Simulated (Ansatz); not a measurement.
Steps of a relaxation of CH$_{4}$F$_{2}$InN, SMILES `C[NH][In]([F])[F]` with RKS PBE0-D4/def2-TZVP.

```sh
$ ansatz run in.yaml --threads 4 --pin off --events-out ev --progress --plain --max-ram 10444MiB
```

```yaml
crystal:
  periodic: [false, false, false]
  atoms:
    - {symbol: C, position_ang: [-0.496950, -1.126700, 0.520540]}
    - {symbol: N, position_ang: [-0.010770, 0.177490, 0.895450]}
    - {symbol: In, position_ang: [0.469210, 1.395790, -0.796640]}
    - {symbol: F, position_ang: [-0.003120, 0.591880, -2.562310]}
    - {symbol: F, position_ang: [1.113080, 3.280950, -0.793920]}
    - {symbol: H, position_ang: [-1.371750, -1.012780, -0.120360]}
    - {symbol: H, position_ang: [0.238020, -1.765760, 0.016450]}
    - {symbol: H, position_ang: [-0.808120, -1.627810, 1.442650]}
    - {symbol: H, position_ang: [0.870400, 0.086940, 1.398140]}
basis:
  gaussian: {orbitals: def2-TZVP}
hamiltonian: {xc: pbe0, dispersion: d4}
relax: {f_tol: 0.005, max_steps: 150}
```

Positions (Å) and forces (eV/Å) along the path, 10 of 10 steps:

```xyz
9
step=1 energy=-13196.3718 eV
C    -0.497   -1.127    0.521   -0.058   -0.405   -0.012
N    -0.011    0.177    0.895    0.846    1.490   -1.072
In    0.469    1.396   -0.797   -0.208   -0.111    0.294
F    -0.003    0.592   -2.562    0.222    0.510    0.815
F     1.113    3.281   -0.794   -0.367   -1.114   -0.070
H    -1.372   -1.013   -0.120   -0.013   -0.192   -0.010
H     0.238   -1.766    0.016   -0.157   -0.074   -0.046
H    -0.808   -1.628    1.443   -0.108   -0.154   -0.043
H     0.870    0.087    1.398   -0.158    0.051    0.144
9
step=2 energy=-13196.5799 eV
C    -0.481   -1.133    0.515   -0.112   -0.162    0.126
N     0.027    0.202    0.813    0.658    0.057   -0.008
In    0.463    1.380   -0.775   -0.081   -0.078    0.001
F    -0.034    0.686   -2.531    0.010    0.149    0.082
F     1.112    3.205   -0.796   -0.024   -0.135   -0.033
H    -1.344   -1.061   -0.149    0.013   -0.022    0.001
H     0.234   -1.829    0.055   -0.010    0.096    0.018
H    -0.829   -1.585    1.452   -0.003   -0.003   -0.087
H     0.852    0.136    1.416   -0.451    0.098   -0.100
9
step=3 energy=-13196.6165 eV
C    -0.463   -1.159    0.525   -0.048    0.044    0.006
N     0.046    0.192    0.772    0.506   -0.260    0.373
In    0.465    1.369   -0.797   -0.109   -0.185   -0.075
F    -0.123    0.818   -2.572    0.011    0.070    0.109
F     1.172    3.162   -0.814    0.071    0.090    0.008
H    -1.297   -1.115   -0.180    0.041   -0.005    0.038
H     0.268   -1.871    0.121   -0.009    0.081    0.063
H    -0.856   -1.572    1.463    0.041    0.049   -0.085
H     0.788    0.176    1.482   -0.504    0.117   -0.438
9
step=4 energy=-13196.6374 eV
C    -0.439   -1.185    0.530   -0.016    0.061   -0.043
N     0.027    0.187    0.735    0.372   -0.269    0.480
In    0.444    1.360   -0.822   -0.047    0.080   -0.255
F    -0.268    0.948   -2.591    0.071    0.053    0.202
F     1.306    3.096   -0.806   -0.020   -0.085    0.015
H    -1.228   -1.199   -0.231    0.125   -0.006    0.119
H     0.340   -1.897    0.214   -0.103    0.131    0.077
H    -0.880   -1.557    1.464    0.033    0.021   -0.101
H     0.699    0.247    1.507   -0.415    0.014   -0.494
9
step=5 energy=-13196.6481 eV
C    -0.425   -1.198    0.539    0.066    0.080    0.060
N     0.036    0.171    0.704   -0.362   -0.038   -0.475
In    0.407    1.366   -0.850    0.045   -0.084    0.120
F    -0.334    1.033   -2.607   -0.038    0.003   -0.042
F     1.373    3.040   -0.778    0.004    0.041    0.004
H    -1.178   -1.250   -0.248   -0.025   -0.010   -0.027
H     0.371   -1.907    0.288    0.005   -0.060   -0.005
H    -0.898   -1.536    1.466   -0.032   -0.025   -0.006
H     0.647    0.281    1.486    0.337    0.094    0.371
9
step=6 energy=-13196.6534 eV
C    -0.422   -1.199    0.541   -0.001   -0.052    0.009
N     0.037    0.169    0.704    0.022    0.050    0.005
In    0.409    1.364   -0.844    0.008    0.019   -0.041
F    -0.384    1.057   -2.586   -0.009    0.002   -0.002
F     1.379    3.038   -0.789   -0.005   -0.006    0.011
H    -1.122   -1.263   -0.294    0.006   -0.005    0.011
H     0.381   -1.922    0.357    0.005   -0.010   -0.016
H    -0.961   -1.522    1.438   -0.008    0.028   -0.001
H     0.684    0.278    1.472   -0.018   -0.025    0.026
9
step=7 energy=-13196.6541 eV
C    -0.419   -1.203    0.542   -0.017   -0.001    0.001
N     0.045    0.167    0.693    0.005   -0.023    0.010
In    0.410    1.363   -0.854    0.003    0.007   -0.013
F    -0.396    1.071   -2.592    0.002    0.003    0.005
F     1.383    3.035   -0.779   -0.002   -0.001    0.001
H    -1.116   -1.273   -0.294   -0.003    0.001    0.001
H     0.382   -1.931    0.367    0.007    0.001    0.005
H    -0.963   -1.509    1.442    0.000   -0.004   -0.007
H     0.673    0.280    1.475    0.005    0.015   -0.005
9
step=8 energy=-13196.6542 eV
C    -0.420   -1.205    0.544    0.025   -0.002    0.002
N     0.049    0.163    0.689   -0.007    0.015   -0.003
In    0.411    1.363   -0.857   -0.005   -0.005    0.006
F    -0.396    1.079   -2.596   -0.001    0.000   -0.004
F     1.381    3.036   -0.775   -0.001   -0.003    0.001
H    -1.116   -1.278   -0.293    0.001    0.007   -0.001
H     0.381   -1.934    0.374   -0.008   -0.008    0.002
H    -0.966   -1.507    1.444   -0.001    0.004   -0.001
H     0.676    0.283    1.471   -0.004   -0.009   -0.003
9
step=9 energy=-13196.6542 eV
C    -0.418   -1.205    0.544   -0.001   -0.005   -0.001
N     0.050    0.163    0.688    0.008    0.004    0.007
In    0.409    1.363   -0.858   -0.003   -0.001   -0.003
F    -0.400    1.082   -2.596    0.002    0.000    0.003
F     1.381    3.035   -0.774   -0.001   -0.001    0.000
H    -1.110   -1.279   -0.297    0.004   -0.001    0.003
H     0.381   -1.937    0.381   -0.005    0.005    0.001
H    -0.971   -1.504    1.441    0.001    0.001   -0.003
H     0.678    0.282    1.470   -0.006   -0.003   -0.008
9
step=10 energy=-13196.6542 eV
C    -0.418   -1.205    0.545   -0.002   -0.002    0.000
N     0.051    0.163    0.688    0.003    0.000    0.003
In    0.409    1.363   -0.858   -0.001    0.001   -0.001
F    -0.401    1.083   -2.597    0.001    0.000    0.001
F     1.380    3.035   -0.773    0.000    0.000    0.000
H    -1.109   -1.279   -0.297    0.001   -0.001    0.001
H     0.381   -1.938    0.383    0.000    0.002    0.000
H    -0.972   -1.503    1.441    0.000    0.000   -0.001
H     0.680    0.281    1.469   -0.002   -0.001   -0.002
```

Hardware: 4 threads of an Arm Neoverse V2 on a shared host. Wall time 38 s, peak host memory 0.49 GiB.
